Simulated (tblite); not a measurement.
Record of a relaxation.

C5H15AsSi2.
Atom-mapped SMILES: `[CH3:1][CH2:2][C@@H:3]1[CH2:4][C@@H:5]1[As:6]([SiH3:7])[SiH3:8]` (hydrogens: H9, H10, H11 on C1; H12, H13 on C2; H14 on C3; H15, H16 on C4; H17 on C5; H18, H19, H20 on Si7; H21, H22, H23 on Si8)

Computed with GFN2-xTB (tblite), gas phase: L-BFGS steps from a force-field or distance-geometry start until the largest atomic force falls under 0.01 eV/Å. 9 of its 87 geometries are shown.

Step 0: E = -657.3651 eV, largest atomic force 1.567 eV/Å
```
atom  x, y, z in Å  |  force x, y, z in eV/Å
C1      2.329    1.424   -0.883   -0.115   0.599  -0.179
C2      2.072   -0.070   -0.975    0.899  -0.222   1.206
C3      1.558   -0.614    0.378   -1.183  -0.668  -0.706
C4      0.752   -1.897    0.255    0.203   0.072   1.434
C5      0.044   -0.615    0.658    0.892  -0.253  -0.527
As6    -1.192    0.051   -0.759    0.093   0.204   0.738
Si7    -2.962   -1.200    0.052    0.126   0.071  -0.074
Si8    -1.793    1.910    0.504   -0.208  -0.197  -0.250
H9      1.374    1.959   -0.681    0.572  -0.279  -0.101
H10     3.042    1.655   -0.069   -0.386  -0.103  -0.517
H11     2.733    1.789   -1.848   -0.145  -0.063   0.598
H12     3.039   -0.582   -1.181   -0.479   0.196   0.017
H13     1.391   -0.291   -1.805   -0.088  -0.044   0.312
H14     2.207   -0.559    1.269   -0.185   0.206  -0.793
H15     0.541   -2.257   -0.764    0.287  -0.182   0.815
H16     0.899   -2.606    1.124   -0.202   0.331  -1.518
H17    -0.245   -0.572    1.725    0.055   0.187  -0.640
H18    -3.028   -1.087    1.520   -0.119  -0.115  -0.056
H19    -4.217   -0.710   -0.528   -0.054  -0.108   0.050
H20    -2.758   -2.613   -0.300   -0.104  -0.014   0.040
H21    -0.718    2.904    0.485    0.004   0.127   0.076
H22    -3.018    2.501   -0.070    0.119   0.062   0.162
H23    -2.054    1.507    1.902    0.016   0.194  -0.085
```

Step 11: E = -657.7043 eV, largest atomic force 0.136 eV/Å
```
atom  x, y, z in Å  |  force x, y, z in eV/Å
C1      2.330    1.427   -0.871   -0.021  -0.061   0.004
C2      2.104   -0.081   -0.941    0.040  -0.006  -0.069
C3      1.551   -0.656    0.342   -0.023   0.121  -0.055
C4      0.768   -1.930    0.284   -0.013   0.037   0.017
C5      0.072   -0.635    0.601   -0.025   0.118  -0.062
As6    -1.199    0.076   -0.737    0.039  -0.031   0.103
Si7    -2.959   -1.203    0.049   -0.047  -0.030   0.010
Si8    -1.806    1.932    0.501    0.029   0.063   0.045
H9      1.389    1.941   -0.676   -0.054  -0.005   0.016
H10     3.030    1.683   -0.080    0.005  -0.040   0.024
H11     2.731    1.791   -1.814   -0.002  -0.006   0.006
H12     3.048   -0.580   -1.170    0.034  -0.004  -0.052
H13     1.393   -0.301   -1.751    0.093   0.008   0.018
H14     2.204   -0.501    1.197   -0.056  -0.073  -0.020
H15     0.586   -2.354   -0.697    0.047  -0.011  -0.033
H16     0.899   -2.675    1.051    0.029  -0.039   0.126
H17    -0.224   -0.480    1.639    0.021  -0.078  -0.045
H18    -3.079   -1.139    1.515   -0.035  -0.040  -0.009
H19    -4.234   -0.747   -0.517   -0.018  -0.027  -0.004
H20    -2.786   -2.621   -0.295   -0.002  -0.004  -0.017
H21    -0.736    2.945    0.509   -0.063  -0.004  -0.002
H22    -3.023    2.550   -0.040    0.022   0.035   0.025
H23    -2.061    1.586    1.912   -0.002   0.077  -0.027
```

Step 22: E = -657.7245 eV, largest atomic force 0.053 eV/Å
```
atom  x, y, z in Å  |  force x, y, z in eV/Å
C1      2.329    1.413   -0.869   -0.012   0.052   0.003
C2      2.126   -0.093   -0.962    0.011   0.013  -0.002
C3      1.558   -0.656    0.319   -0.018   0.006  -0.001
C4      0.778   -1.931    0.283    0.007  -0.026   0.027
C5      0.077   -0.631    0.579    0.034  -0.008   0.007
As6    -1.227    0.087   -0.714    0.017   0.002   0.032
Si7    -2.983   -1.223    0.054    0.004   0.001  -0.001
Si8    -1.810    1.967    0.519   -0.014   0.002   0.001
H9      1.375    1.903   -0.666   -0.025   0.018   0.007
H10     3.020    1.660   -0.065    0.000  -0.007   0.003
H11     2.728    1.808   -1.800    0.006  -0.015  -0.002
H12     3.081   -0.577   -1.184    0.006  -0.033   0.011
H13     1.434   -0.316   -1.782   -0.018  -0.017  -0.036
H14     2.203   -0.503    1.179    0.000   0.005  -0.002
H15     0.623   -2.390   -0.686   -0.031   0.031  -0.013
H16     0.910   -2.647    1.081    0.003  -0.022   0.011
H17    -0.206   -0.494    1.623    0.005   0.006  -0.012
H18    -3.132   -1.194    1.518   -0.011  -0.014  -0.003
H19    -4.259   -0.781   -0.523   -0.003  -0.004  -0.006
H20    -2.791   -2.632   -0.317    0.014   0.008  -0.014
H21    -0.750    2.987    0.505    0.015  -0.007  -0.014
H22    -3.019    2.599   -0.023    0.005  -0.005  -0.002
H23    -2.069    1.670    1.937    0.005   0.015   0.007
```

Step 32: E = -657.7273 eV, largest atomic force 0.036 eV/Å
```
atom  x, y, z in Å  |  force x, y, z in eV/Å
C1      2.320    1.412   -0.870    0.005   0.024  -0.001
C2      2.124   -0.096   -0.967   -0.004   0.017   0.002
C3      1.557   -0.657    0.316    0.011  -0.011   0.000
C4      0.776   -1.932    0.289   -0.008   0.001  -0.009
C5      0.081   -0.631    0.593    0.005  -0.011   0.001
As6    -1.227    0.090   -0.695    0.007  -0.001   0.028
Si7    -2.985   -1.226    0.053    0.003  -0.009  -0.004
Si8    -1.808    1.975    0.528    0.002  -0.002  -0.007
H9      1.367    1.905   -0.669   -0.027  -0.024  -0.004
H10     3.006    1.655   -0.062    0.014   0.004   0.009
H11     2.724    1.810   -1.796    0.015  -0.005  -0.021
H12     3.082   -0.580   -1.179   -0.006   0.011   0.003
H13     1.442   -0.324   -1.795   -0.027  -0.005   0.021
H14     2.209   -0.500    1.170    0.004  -0.019   0.007
H15     0.602   -2.379   -0.683   -0.005  -0.004   0.001
H16     0.919   -2.657    1.079   -0.011   0.022  -0.002
H17    -0.190   -0.489    1.640    0.002   0.009  -0.008
H18    -3.156   -1.224    1.515    0.001  -0.007  -0.001
H19    -4.259   -0.791   -0.531    0.002   0.004  -0.009
H20    -2.772   -2.626   -0.341    0.005  -0.011  -0.006
H21    -0.739    2.985    0.487    0.010   0.012   0.000
H22    -3.015    2.602   -0.024   -0.001   0.001   0.001
H23    -2.065    1.708    1.952    0.006   0.005   0.000
```

Step 43: E = -657.7292 eV, largest atomic force 0.022 eV/Å
```
atom  x, y, z in Å  |  force x, y, z in eV/Å
C1      2.310    1.413   -0.873    0.001  -0.007   0.000
C2      2.120   -0.097   -0.964   -0.011   0.006  -0.006
C3      1.563   -0.663    0.321    0.013  -0.010  -0.010
C4      0.769   -1.931    0.292    0.008   0.005  -0.007
C5      0.089   -0.625    0.608   -0.006  -0.004   0.010
As6    -1.224    0.094   -0.674    0.013   0.002   0.001
Si7    -2.981   -1.238    0.048    0.006   0.005  -0.003
Si8    -1.801    1.988    0.534    0.009   0.003   0.005
H9      1.352    1.899   -0.683   -0.005  -0.002  -0.001
H10     2.991    1.665   -0.062   -0.001  -0.003   0.013
H11     2.720    1.806   -1.799   -0.006  -0.003  -0.014
H12     3.078   -0.576   -1.186   -0.022   0.004  -0.002
H13     1.425   -0.326   -1.782    0.018  -0.005   0.004
H14     2.224   -0.524    1.172   -0.008   0.006  -0.008
H15     0.579   -2.372   -0.679    0.009  -0.005   0.007
H16     0.915   -2.659    1.079   -0.012  -0.001   0.001
H17    -0.174   -0.483    1.655   -0.012   0.005   0.015
H18    -3.172   -1.260    1.507    0.007  -0.003  -0.005
H19    -4.248   -0.798   -0.549    0.009  -0.004  -0.003
H20    -2.753   -2.631   -0.366   -0.001   0.001   0.000
H21    -0.727    2.993    0.472   -0.014   0.002   0.002
H22    -3.010    2.605   -0.024    0.000   0.009   0.003
H23    -2.051    1.744    1.964    0.005  -0.001  -0.004
```

Step 54: E = -657.7298 eV, largest atomic force 0.014 eV/Å
```
atom  x, y, z in Å  |  force x, y, z in eV/Å
C1      2.301    1.411   -0.875    0.004   0.006   0.001
C2      2.113   -0.099   -0.964    0.006   0.004   0.007
C3      1.563   -0.666    0.323   -0.007   0.009   0.000
C4      0.766   -1.931    0.298    0.011  -0.005   0.001
C5      0.090   -0.625    0.616    0.011   0.007   0.000
As6    -1.216    0.100   -0.668   -0.007   0.007  -0.008
Si7    -2.971   -1.240    0.041   -0.002  -0.002  -0.001
Si8    -1.796    1.995    0.537   -0.005   0.006   0.003
H9      1.341    1.896   -0.688    0.007  -0.005  -0.005
H10     2.980    1.664   -0.063   -0.006  -0.001   0.005
H11     2.714    1.802   -1.802   -0.013   0.000  -0.001
H12     3.072   -0.575   -1.188   -0.004  -0.008  -0.005
H13     1.419   -0.331   -1.782    0.003  -0.013   0.005
H14     2.228   -0.525    1.171   -0.005  -0.003  -0.002
H15     0.576   -2.373   -0.674   -0.007  -0.006  -0.006
H16     0.908   -2.660    1.083    0.004   0.001   0.007
H17    -0.172   -0.482    1.664   -0.004   0.003  -0.001
H18    -3.168   -1.273    1.499    0.003   0.005  -0.002
H19    -4.236   -0.801   -0.561   -0.003   0.002   0.000
H20    -2.743   -2.632   -0.378    0.009   0.003  -0.005
H21    -0.730    3.007    0.471    0.004   0.000   0.002
H22    -3.006    2.614   -0.017   -0.001  -0.006   0.005
H23    -2.040    1.753    1.968    0.002  -0.003   0.001
```

Step 64: E = -657.7303 eV, largest atomic force 0.018 eV/Å
```
atom  x, y, z in Å  |  force x, y, z in eV/Å
C1      2.291    1.406   -0.878    0.003   0.010  -0.001
C2      2.111   -0.105   -0.965    0.004   0.007   0.008
C3      1.563   -0.668    0.325   -0.012   0.009   0.003
C4      0.764   -1.931    0.303    0.003  -0.008   0.009
C5      0.090   -0.622    0.618    0.009   0.005  -0.001
As6    -1.210    0.111   -0.668   -0.007   0.008  -0.009
Si7    -2.962   -1.238    0.030    0.003   0.002  -0.002
Si8    -1.793    2.002    0.544   -0.008  -0.010  -0.004
H9      1.329    1.887   -0.693    0.003  -0.010  -0.007
H10     2.967    1.664   -0.065    0.002  -0.004  -0.004
H11     2.702    1.799   -1.805   -0.004  -0.007  -0.002
H12     3.069   -0.581   -1.190    0.004   0.008   0.004
H13     1.415   -0.344   -1.778    0.001   0.002  -0.005
H14     2.228   -0.526    1.173    0.005  -0.004  -0.006
H15     0.572   -2.377   -0.665   -0.002   0.003  -0.006
H16     0.908   -2.656    1.092   -0.011  -0.007   0.012
H17    -0.174   -0.476    1.665    0.007   0.000  -0.001
H18    -3.158   -1.276    1.488   -0.003  -0.001   0.000
H19    -4.229   -0.804   -0.572   -0.004  -0.002  -0.001
H20    -2.719   -2.625   -0.395   -0.001   0.003  -0.001
H21    -0.731    3.018    0.474    0.004   0.002   0.001
H22    -3.010    2.616   -0.002    0.004  -0.005   0.005
H23    -2.028    1.754    1.975    0.001  -0.002   0.006
```

Step 75: E = -657.7307 eV, largest atomic force 0.013 eV/Å
```
atom  x, y, z in Å  |  force x, y, z in eV/Å
C1      2.283    1.401   -0.885    0.002   0.001  -0.004
C2      2.113   -0.112   -0.964   -0.001   0.001   0.000
C3      1.565   -0.670    0.328   -0.005   0.008   0.002
C4      0.758   -1.929    0.311    0.002   0.003   0.001
C5      0.092   -0.614    0.618   -0.008  -0.003   0.000
As6    -1.205    0.122   -0.670   -0.001   0.009  -0.001
Si7    -2.955   -1.234    0.018    0.006   0.002  -0.002
Si8    -1.791    2.004    0.554   -0.001  -0.007  -0.004
H9      1.318    1.876   -0.702   -0.001  -0.004   0.001
H10     2.958    1.667   -0.073    0.003   0.005  -0.005
H11     2.689    1.791   -1.815    0.008   0.003  -0.001
H12     3.075   -0.581   -1.185   -0.002  -0.001   0.001
H13     1.420   -0.356   -1.779    0.006  -0.011  -0.001
H14     2.232   -0.527    1.173   -0.002  -0.006   0.002
H15     0.565   -2.380   -0.655   -0.005   0.005   0.003
H16     0.891   -2.650    1.106    0.006  -0.003  -0.002
H17    -0.172   -0.463    1.665    0.002   0.002   0.001
H18    -3.152   -1.278    1.475   -0.004  -0.004   0.003
H19    -4.226   -0.809   -0.582    0.004   0.001  -0.003
H20    -2.699   -2.616   -0.414   -0.008  -0.007   0.001
H21    -0.733    3.024    0.480   -0.001   0.004   0.003
H22    -3.015    2.611    0.019   -0.003   0.004   0.003
H23    -2.014    1.749    1.986    0.001  -0.003   0.002
```

Step 86: E = -657.7311 eV, largest atomic force 0.010 eV/Å
```
atom  x, y, z in Å  |  force x, y, z in eV/Å
C1      2.279    1.396   -0.896   -0.001  -0.002  -0.002
C2      2.119   -0.118   -0.962   -0.001   0.000   0.001
C3      1.565   -0.669    0.330    0.003   0.001   0.003
C4      0.750   -1.923    0.319    0.003   0.003  -0.001
C5      0.092   -0.603    0.621   -0.003  -0.003   0.000
As6    -1.201    0.133   -0.670    0.003   0.004  -0.002
Si7    -2.948   -1.233    0.006   -0.005  -0.001   0.001
Si8    -1.792    2.005    0.566    0.000   0.004   0.004
H9      1.310    1.866   -0.715   -0.002   0.000   0.002
H10     2.953    1.674   -0.089   -0.002   0.000  -0.001
H11     2.680    1.783   -1.830    0.006  -0.007  -0.004
H12     3.087   -0.583   -1.170   -0.004  -0.004  -0.002
H13     1.435   -0.377   -1.780    0.003   0.004   0.002
H14     2.231   -0.530    1.177    0.006   0.003   0.001
H15     0.551   -2.375   -0.646    0.004   0.000   0.003
H16     0.881   -2.643    1.115    0.001   0.000  -0.004
H17    -0.169   -0.445    1.667    0.001  -0.001   0.001
H18    -3.152   -1.285    1.462   -0.002   0.000   0.003
H19    -4.216   -0.808   -0.599   -0.003   0.005  -0.003
H20    -2.693   -2.614   -0.429    0.003  -0.002  -0.002
H21    -0.742    3.033    0.492   -0.005  -0.004   0.000
H22    -3.025    2.610    0.048   -0.002  -0.001   0.003
H23    -1.999    1.734    1.998   -0.002   0.001  -0.003
```

Q: Summarise the path.

A: The energy falls by 0.3660 eV from step 0 to step 86; nine tenths of that is first reached at step 9. It falls at every step. The largest force goes from 1.567 to 0.010 eV/Å. Among the bonds C4–H16 changes most, from 1.130 to 1.081 Å; the atoms move by 0.125 Å rms after alignment.

Q: Follow the three bonds and two angles with the largest change from start to end.

A: 
```tsv
step	E above end (eV)	largest force (eV/Å)	C4–H16 (Å)	C3–C5 (Å)	C2–C3 (Å)	H15–C4–H16 (°)	C5–C4–H16 (°)
0	0.3660	1.567	1.130	1.540	1.546	122.1	112.7
4	0.0851	0.399	1.073	1.502	1.509	116.3	118.4
7	0.0434	0.213	1.087	1.500	1.509	112.7	120.9
11	0.0268	0.136	1.078	1.502	1.510	113.2	120.1
15	0.0138	0.116	1.084	1.500	1.509	113.9	119.7
19	0.0087	0.064	1.080	1.503	1.511	113.5	119.3
22	0.0066	0.053	1.081	1.504	1.510	113.4	118.9
26	0.0055	0.038	1.081	1.501	1.511	113.8	118.9
30	0.0044	0.056	1.081	1.504	1.510	113.6	119.2
34	0.0034	0.051	1.081	1.502	1.511	113.5	119.6
37	0.0028	0.031	1.081	1.503	1.510	113.6	119.5
41	0.0022	0.027	1.081	1.502	1.510	113.7	119.4
45	0.0018	0.021	1.081	1.503	1.510	113.6	119.5
49	0.0016	0.015	1.081	1.502	1.510	113.6	119.3
52	0.0014	0.018	1.081	1.502	1.511	113.6	119.3
56	0.0012	0.020	1.081	1.503	1.510	113.6	119.4
60	0.0010	0.020	1.081	1.502	1.510	113.6	119.3
64	0.0009	0.018	1.081	1.503	1.510	113.6	119.4
67	0.0007	0.018	1.081	1.502	1.510	113.6	119.3
71	0.0006	0.020	1.081	1.503	1.510	113.6	119.3
75	0.0004	0.013	1.081	1.502	1.510	113.6	119.1
79	0.0003	0.023	1.082	1.502	1.510	113.6	119.2
82	0.0001	0.017	1.081	1.502	1.510	113.5	119.2
86	0.0000	0.010	1.081	1.502	1.510	113.6	119.3
```

What follows is the cost of the whole relaxation. The run took 3.2 s on one thread of an Intel Xeon at 2.50 GHz, no GPU, on a shared host.
